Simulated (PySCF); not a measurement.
## Rhenium: a sound run and one with changed settings

Sound run: Re [Xe] 4f14 5d5 6s2, Re⁺ [Xe] 4f14 5d5 6s1. Computed with PySCF 2.14 in aug-cc-pVDZ-PP with ECP60MDF (5s5p4d2f, 54 functions), with scalar relativity through the core potential. In the sound run the correlated levels freeze 5s2 5p6 outside the core potential. The sound run starts from symmetry-adapted Hartree-Fock orbitals and uses a fine grid where one is needed.

Changed run: all electrons correlated in a basis built for the valence shell.

```json
{"species": "Re", "method": "MP2", "sound run (hartree)": "-77.94441", "changed run (hartree)": "-78.12044", "converged": "yes"}
{"species": "Re⁺", "method": "MP2", "sound run (hartree)": "-77.67740", "changed run (hartree)": "-77.84522", "converged": "yes"}
```

Ionisation energy of Re:

| method | sound run (eV) | changed run (eV) |
| --- | --- | --- |
| UHF | 5.944 | 5.944 |
| MP2 | 7.266 | 7.489 |
| SCS-MP2 | 7.522 | 7.615 |

A valence basis has no tight correlating functions, so it recovers only part of the core correlation, and not evenly between atom and ion.

For comparison, NIST gives 7.834 eV between the lowest levels.
